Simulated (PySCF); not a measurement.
## Optical rotation: `InChI=1S/C4H10AsN/c1-3-4(5)2-6-3/h3-4,6H,2,5H2,1H3/t3-,4-/m0/s1`

Molfile (atoms numbered from 1):
```
C4H10AsN
     RDKit          3D

 16 16  0  0  0  0  0  0  0  0999 V2000
   -1.3589    1.2520   -0.5849 C   0  0  0  0  0  0  0  0  0  0  0  0
   -0.8732   -0.1598   -0.3183 C   0  0  2  0  0  0  0  0  0  0  0  0
   -0.6640   -0.4790    1.0968 N   0  0  0  0  0  0  0  0  0  0  0  0
    0.5406   -1.2410    0.7773 C   0  0  0  0  0  0  0  0  0  0  0  0
    0.6118   -0.4840   -0.5532 C   0  0  2  0  0  0  0  0  0  0  0  0
    1.8035    1.0984   -0.5409 As  0  0  0  0  0  3  0  0  0  0  0  0
   -1.2006    1.5022   -1.6336 H   0  0  0  0  0  0  0  0  0  0  0  0
   -2.4177    1.3461   -0.3540 H   0  0  0  0  0  0  0  0  0  0  0  0
   -0.8024    1.9514    0.0403 H   0  0  0  0  0  0  0  0  0  0  0  0
   -1.5275   -0.8827   -0.8342 H   0  0  0  0  0  0  0  0  0  0  0  0
   -1.4095   -0.9813    1.5681 H   0  0  0  0  0  0  0  0  0  0  0  0
    1.3553   -1.0857    1.4920 H   0  0  0  0  0  0  0  0  0  0  0  0
    0.3762   -2.3207    0.6526 H   0  0  0  0  0  0  0  0  0  0  0  0
    0.8224   -1.0901   -1.4395 H   0  0  0  0  0  0  0  0  0  0  0  0
    1.7026    1.3235    0.9354 H   0  0  0  0  0  0  0  0  0  0  0  0
    3.0337    0.2597   -0.3154 H   0  0  0  0  0  0  0  0  0  0  0  0
  1  2  1  0
  2  3  1  0
  3  4  1  0
  4  5  1  0
  5  6  1  0
  5  2  1  0
  1  7  1  0
  1  8  1  0
  1  9  1  0
  2 10  1  6
  3 11  1  0
  4 12  1  0
  4 13  1  0
  5 14  1  6
  6 15  1  0
  6 16  1  0
M  END
```

Level of theory: TDDFT BHandHLYP/def2-SVPD circular dichroism and optical rotation, one conformer, gas phase in PySCF. Geometry: GFN2-xTB.

The molecule is flexible and this is one conformer; a measurement averages over conformers. The calculation is non-relativistic, which matters for the atoms heavier than Zn. States above about 7.9 eV lie in this functional's continuum (it starts at minus the energy of the highest occupied orbital, well below the true ionisation energy for most functionals) and depend on the basis.

Stereocentres: C2 S, C5 S.

(1) What is the specific rotation at 633, 589.3, 546, 436, 405, 365, 355 nm?

(2) And for the mirror image at 589.3 nm?

(3) What is the molar rotation [Φ] = [α]·M/100 of the geometry above at 589.3 nm?

Answers

(1) [α] in deg dm⁻¹ (g/mL)⁻¹:
| λ (nm) | origin-invariant length gauge | modified velocity gauge | length gauge (centre of mass) | isotropic polarisability (au) |
| --- | --- | --- | --- | --- |
| 633 | +159.1 | +161.4 | +158.0 | 85.5 |
| 589.3 | +187.4 | +190.1 | +186.1 | 85.8 |
| 546 | +224.0 | +227.1 | +222.4 | 86.3 |
| 436 | +391.1 | +396.4 | +388.5 | 88.1 |
| 405 | +476.2 | +482.6 | +473.2 | 88.9 |
| 365 | +639.5 | +647.9 | +635.8 | 90.4 |
| 355 | +694.8 | +703.8 | +690.9 | 90.9 |

(2) -187.4 deg dm⁻¹ (g/mL)⁻¹ (origin-invariant length gauge): the same size and the opposite sign.

(3) With M = 147.05 g/mol, +275.6 deg cm² dmol⁻¹ (origin-invariant length gauge).

The first excitation lies at 6.51 eV (191 nm) with R = +5.5 × 10⁻⁴⁰ esu² cm² (velocity form).
